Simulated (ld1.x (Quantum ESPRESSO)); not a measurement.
## copper: variants of one PAW potential

Base potential:

copper (Cu), PAW, made with ld1.x (Quantum ESPRESSO) 7.5 (LDA (PZ), scalar-relativistic). Core [Ar], reference 3d10 4s1 4p0. Waves: 4s (bound): rcut 1.95, rcutus 2.25 bohr; 4s channel at 0.05 Ry: rcut 1.95, rcutus 2.25 bohr; 4p (bound, empty): rcut 3.20, rcutus 4.10 bohr; 4p channel at 2.3 Ry: rcut 3.20, rcutus 4.10 bohr; 3d (bound): rcut 1.25, rcutus 1.40 bohr; 3d channel at 2.9 Ry: rcut 1.25, rcutus 1.40 bohr. Local part: all-electron potential smoothed inside 1.80 bohr (lloc = -1). Core correction: a·sin(br)/r model core, default radius (core density twice the valence density). Augmentation charge: PSQ, inside the norm-conserving radii.

All-electron outer shells of the reference configuration (LDA (PZ), scalar-relativistic, ld1.x):

```csv
shell,level (eV),outermost node (bohr),outermost maximum (bohr)
3s,-114.15,0.29,0.61
3p,-72.03,0.26,0.62
3d,-5.32,–,0.60
4s,-4.87,0.89,2.24
4p,-0.79,0.98,3.52
```

Cutoffs, loose and tight: the cutoffs (Ry, on a coarse ladder) from which the occupation-weighted sum of valence levels, in a spherical-Bessel basis at the reference potential, stays within 10 and 1 mRy of its value at 400 Ry. They do not see the model core or the augmentation charge, which bear on the density cutoff. Test errors are all-electron minus pseudo excitation energies from the reference, over the configurations 3d10 4s0 4p0; 3d9 4s0 4p0; 3d8 4s0 4p0; 3d7 4s0 4p0; 3d10 4s0 4p1; 3d9 4s2 4p0; 3d9 4s1 4p1 (two spin-polarised tests are not counted in the largest error). A dash means not determined; rows that change the core or the reference have their own tests. The largest error is taken over the tests solved by every variant that gives reliable tests at all: 3d10 4s0 4p0; 3d10 4s0 4p1; 3d8 4s0 4p0; 3d9 4s0 4p0; 3d9 4s1 4p1; 3d9 4s2 4p0.

A true bound ghost makes a file unfit for plane-wave use even where its test errors are small: the radial tests pick states by their node count and pass the ghost by.

The default core radius of the base comes out at 0.36 bohr.

```tsv
change	outcome	cutoff, loose	cutoff, tight	bound ghosts	largest test error (meV)
base	generated	55 Ry	100 Ry	none	-462
waves 3d (bound): rcut 1.25, rcutus 2.14 bohr; 3d channel at 2.9 Ry: rcut 1.25, rcutus 2.14 bohr	generated	21 Ry	35 Ry	none	-468
functional PBE	generated	55 Ry	100 Ry	none	-470
type RRKJ; waves now 4s (bound): rc 2.25 bohr; 4p (bound): rc 4.10 bohr; 3d (bound): rc 1.40 bohr; local potential all-electron potential smoothed inside 1.30 bohr (lloc = -1); rho0 0.005	generated	100 Ry	140 Ry	s	-438
local potential all-electron potential smoothed inside 2.40 bohr (lloc = -1)	generated	55 Ry	100 Ry	none	-461
wave 3d channel at 2.9 Ry: rcut 1.25, rcutus 1.40 bohr becomes 3d channel at 0.75 Ry: rcut 1.25, rcutus 1.40 bohr	generated	55 Ry	100 Ry	none	-474
core correction a·sin(br)/r model core inside 0.80 bohr	generated	55 Ry	100 Ry	none	-462
waves 4s (bound): rcut 1.95, rcutus 2.58 bohr; 4s channel at 0.05 Ry: rcut 1.95, rcutus 2.58 bohr	generated	55 Ry	100 Ry	none	-462
local potential all-electron potential smoothed inside 1.54 bohr (lloc = -1)	generated	55 Ry	100 Ry	none	-463
```

Q: What comes out with this change to the base: all radii but the core radius scaled by about 0.95 (s 2.14, p 3.90, d 1.34 bohr, rcut 1.86/3.06/1.20); local potential all-electron potential smoothed inside 1.72 bohr (lloc = -1)?

A: outcome: generated; cutoff, loose: 70 Ry; cutoff, tight: 110 Ry; bound ghosts: none; largest test error (meV): -461.
